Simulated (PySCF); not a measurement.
**Structure from NMR data**

The spectra below were simulated for a compound C$_{7}$H$_{8}$FNSi.

1H NMR (500 MHz, computed): δ 8.80 (s, 1H), 8.42 (d, 1H), 7.58 (m, 1H), 7.30 (m, 1H), 7.20 (m, 1H), 5.02 (s, 3H).

13C{1H} NMR (computed): δ 178.9 (CH), 170.5 (C), 144.1 (C), 135.6 (CH), 127.6 (CH), 124.9 (CH), 124.6 (CH).

- shielding tensors at PBE0/pcSseg-1 (GIAO)
- PBE0-D3(BJ)/def2-SVP structure
- run in PySCF 2.14
- one conformer, non-relativistic Hamiltonian, equivalent nuclei averaged, no solvent model

Referencing at the same level of theory: 1H (σref 31.27), 13C (σref 184.41) against TMS.

Q: Which of these isomers gave the spectra?
A. C=N[SiH2]c1cccc(F)c1
B. FCC#C[SiH2]n1cccc1
C. Fc1cccc(/C=N/[SiH3])c1
D. CC#Cc1c(F)ccn1[SiH3]
E. Fc1cccc(/C=N\[SiH3])c1

A: C. 

Rings plus π bonds: 5 (1 ring in the answer). 7 carbon signals for 7 carbons: no two carbons are equivalent. Carbon types of the structure: 2 × C, 5 × CH, leaving 3 H on heteroatoms. δC 178.9: C=N carbon. δC 170.5: aromatic carbon bearing fluorine; σ withdrawal by the attached heteroatom moves it downfield of the ring CH carbons. δC 144.1: substituted aromatic carbon. δC 135.6, 127.6, 124.9, 124.6: aromatic CH. δH 8.80: hydrogen on a C=N carbon.

The others: C=N[SiH2]c1cccc(F)c1 would give 7 signals for carbon-bound and other non-exchanging H, not 6; Fc1cccc(/C=N\[SiH3])c1 has carbons computed at 177.1, 170.4, 141.9, 136.2, 134.0, 123.9, 118.2; FCC#C[SiH2]n1cccc1 would give 5 carbon signals, not 7; CC#Cc1c(F)ccn1[SiH3] would give 4 signals for carbon-bound and other non-exchanging H, not 6.

Splittings by 19F in the carbon and heteronuclear signals aren't shown, as no couplings were computed. Shifts are as computed. Against solution values, carbons near 30 ppm lie about +2 ppm off and those near 130 ppm about +5 ppm. Of 1211 compounds with measured shifts, 218 miss one by over three times the rms of a fit or turn the order of signals round; such compounds aren't used in these exercises. No couplings were computed; multiplicities are counted from neighbouring protons, with m where these are inequivalent, close in shift, in a saturated or five-membered ring or joined by F or P, and br s for small geminal =CH2 splittings.
